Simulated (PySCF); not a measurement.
Si(Me)(Vi)(OEt)(NH2), C₅H₁₃NOSi, SMILES C=C[Si](C)(N)OCC, GFN2-xTB optimised geometry.

```
21

C     -2.12    -1.03    -2.71
C     -1.98    -1.50    -1.48
Si    -1.35    -0.48     0.00
C     -1.84    -1.29     1.64
N     -1.92     1.15     0.00
O      0.28    -0.48     0.00
C      1.14    -0.11    -1.03
C      2.52    -0.71    -0.79
H     -1.91     0.00    -2.95
H     -2.44    -1.64    -3.54
H     -2.21    -2.55    -1.32
H     -2.92    -1.34     1.73
H     -1.46    -0.72     2.48
H     -1.46    -2.30     1.71
H     -1.56     1.79    -0.69
H     -2.90     1.33     0.15
H      0.74    -0.45    -2.00
H      1.21     0.99    -1.07
H      2.45    -1.79    -0.77
H      2.90    -0.37     0.17
H      3.20    -0.41    -1.58
```

Density from B3LYP/def2-SVP run with PySCF at that geometry.

Minimum of the electron density along straight lines between bonded atoms, close to the bond critical point (lines longer than 1.1 times the sum of covalent radii, or with two minima, are not listed):

| bond | length / Å | ρ at the minimum / e bohr⁻³ | ∇²ρ there / e bohr⁻⁵ | position (fraction from the first atom) |
|---|---|---|---|---|
| C1–C2 | 1.324 | 0.345 | -0.93 | 0.51 |
| C2–Si3 | 1.904 | 0.111 | 0.32 | 0.62 |
| Si3–C4 | 1.888 | 0.116 | 0.34 | 0.38 |
| Si3–N5 | 1.734 | 0.121 | 0.70 | 0.40 |
| Si3–O6 | 1.628 | 0.128 | 1.07 | 0.41 |
| O6–C7 | 1.400 | 0.256 | ___ | 0.66 |
| C7–C8 | 1.521 | 0.252 | ___ | 0.51 |
| C1–H9 | 1.080 | 0.283 | -1.08 | 0.63 |
| C1–H10 | 1.080 | 0.282 | -1.08 | 0.63 |
| C2–H11 | 1.084 | 0.277 | -1.02 | 0.62 |
| C4–H12 | 1.084 | 0.272 | -0.97 | 0.62 |
| C4–H13 | 1.083 | 0.274 | -0.99 | 0.63 |
| C4–H14 | 1.084 | 0.273 | -0.98 | 0.62 |
| N5–H15 | 1.007 | 0.331 | -1.51 | 0.76 |
| N5–H16 | 1.006 | 0.332 | -1.51 | 0.76 |
| C7–H17 | 1.098 | 0.282 | -1.06 | 0.63 |
| C7–H18 | 1.098 | 0.281 | -1.05 | 0.63 |
| C8–H19 | 1.087 | 0.278 | -1.03 | 0.63 |
| C8–H20 | 1.087 | 0.278 | -1.03 | 0.63 |
| C8–H21 | 1.087 | 0.277 | -1.01 | 0.62 |

Fill in the missing entries.


- O6–C7, ∇²ρ there / e bohr⁻⁵: -0.33
- C7–C8, ∇²ρ there / e bohr⁻⁵: -0.60
